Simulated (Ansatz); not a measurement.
Calculated with Ansatz (gas phase, PBE0-D4/def2-TZVP geometries, no zero-point term in ΔE). CCSD(T)/CBS is the MP2 limit (def2-TZVPP, def2-QZVPP) plus CCSD(T) − MP2 in def2-TZVPP, frozen cores. This one scheme is used for every species. Functionals use def2-TZVPP. Each species was taken in one conformer, which may not be the lowest.

Consider the formal exchange of groups at the Al–Si bond: `C[SiH](N)[AlH2]` + SiH₄ → `[AlH2][SiH3]` + `C[SiH2]N`.

`C[SiH](N)[AlH2]`:

Z-matrix (Å, degrees):
```
C
Si 1 1.886
H 1 1.093 2 111.7
H 1 1.094 2 110.6 3 120.2
H 1 1.094 2 110.6 3 -120.5
N 2 1.731 1 115.2 3 -62.9
Al 2 2.463 1 112.6 3 59.8
H 2 1.496 1 105.7 3 -179.8
H 6 1.008 2 121.1 1 -63.2
H 6 1.006 2 120.2 1 83.6
H 7 1.596 2 120.4 1 -106.1
H 7 1.593 2 122.3 1 73.5
```

SiH₄:

```xyz
5

Si    0.000    0.000    0.000
H     0.374    0.962    1.067
H    -1.386   -0.479    0.230
H     0.933   -1.154    0.025
H     0.079    0.671   -1.322
```

`[AlH2][SiH3]`:

Cartesian coordinates in Å:
```
Al 0.253 1.277 -0.535
Si -0.170 -0.948 0.414
H 1.399 2.219 0.034
H -0.635 1.795 -1.746
H -1.573 -1.047 0.914
H -0.008 -2.005 -0.627
H 0.735 -1.291 1.547
```

`C[SiH2]N`:

Z-matrix (Å, degrees):
```
C
Si 1 1.871
H 1 1.093 2 111.2
H 1 1.094 2 110.5 3 119.8
H 1 1.093 2 111.2 3 -120.4
N 2 1.720 1 116.4 3 60.2
H 2 1.489 1 108.4 3 -179.4
H 2 1.489 1 108.4 3 -60.3
H 6 1.007 2 120.7 1 73.7
H 6 1.007 2 120.7 1 -73.5
```

(1) Is it downhill or uphill in electronic energy at CCSD(T)/CBS, and by how much? (Best estimate.)

(2) What do these levels give: r2SCAN-D4, ωB97M-V, B2PLYP, r2SCAN, HF/def2-TZVPP, SCS-MP2/def2-TZVPP, CCSD/def2-TZVPP, CCSD(T)/def2-TZVPP, HF/def2-QZVPP, MP2/def2-QZVPP, HF/CBS(def2), MP2/CBS(def2)? (Estimate.)

Largest T1 diagnostic among the species: 0.012.

Results:

(1) Ansatz gave: Downhill: ΔE = -14.0 kJ/mol.

(2) The calculation gave: r2SCAN-D4 -15.2, ωB97M-V -14.1, B2PLYP -14.4, r2SCAN -15.9, HF/def2-TZVPP -17.5, SCS-MP2/def2-TZVPP -12.6, CCSD/def2-TZVPP -14.6, CCSD(T)/def2-TZVPP -13.5, HF/def2-QZVPP -17.9, MP2/def2-QZVPP -12.9, HF/CBS(def2) -17.9, MP2/CBS(def2) -13.1 kJ/mol.

The D4 term adds +3.4 kJ/mol with B3LYP and +2.0 kJ/mol with PBE0; it sums over pairs of atoms, weighted by their polarisabilities, and B3LYP, whose exchange is more repulsive, gets the larger term. In def2-TZVPP, CCSD(T) changes the Hartree–Fock value by +4.0 kJ/mol (the triples alone add +1.1 kJ/mol) and MP2 by +5.0 kJ/mol.

B3LYP here is the variant with VWN-RPA as its local correlation; programs differ in this.
